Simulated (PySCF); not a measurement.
**Orbital picture of BI**

PBE0 at R = 2.144 Å; basis B cc-pVTZ, I cc-pVTZ-PP with ECP28; scalar-relativistic core potentials; PySCF 2.14. State: ¹Σ⁺ (singlet), closed shell. Only the outer orbitals are listed, counted within each symmetry, core potentials removing the inner ones.

```json
{"orbital": "5σ", "occ.": "2", "ε (eV)": "-20.35", "on B (%)": "10", "main shells (%)": "89 I s"}
{"orbital": "6σ", "occ.": "2", "ε (eV)": "-12.52", "on B (%)": "50", "main shells (%)": "46 B s, 41 I p"}
{"orbital": "3π", "occ.": "2", "ε (eV)": "-8.72", "on B (%)": "9", "main shells (%)": "90 I p, 8 B p"}
{"orbital": "3π", "occ.": "2", "ε (eV)": "-8.72", "on B (%)": "9", "main shells (%)": "90 I p, 8 B p"}
{"orbital": "7σ", "occ.": "2", "ε (eV)": "-7.24", "on B (%)": "73", "main shells (%)": "45 B s, 28 B p, 27 I p"}
{"orbital": "4π", "occ.": "0", "ε (eV)": "-2.36", "on B (%)": "86", "main shells (%)": "87 B p, 8 I p"}
{"orbital": "4π", "occ.": "0", "ε (eV)": "-2.36", "on B (%)": "86", "main shells (%)": "87 B p, 8 I p"}
{"orbital": "8σ", "occ.": "0", "ε (eV)": "0.47", "on B (%)": "54", "main shells (%)": "62 B p, 42 I p, 10 I d"}
```

**Question.** Which are the highest filled and the lowest empty level, where do they sit, and how wide is the gap?

**Answer.** Highest filled 7σ at -7.24 eV (in %: 45 B s, 28 B p, 27 I p); lowest empty 4π at -2.36 eV (in %: 87 B p, 8 I p); the gap at PBE0 is 4.88 eV.

```json
{"bond order (Mayer)": "1.47", "⟨S²⟩": "0.000", "charge on B (Mulliken, basis-dependent)": "-0.04", "charge on B (Löwdin, basis-dependent)": "-0.40", "dipole moment (positive dipole means B(−)I(+))": "1.29 D", "polarisability along the bond": "72.2 bohr³", "polarisability across the bond": "36.9 bohr³"}
```

Spin–orbit coupling is left out.
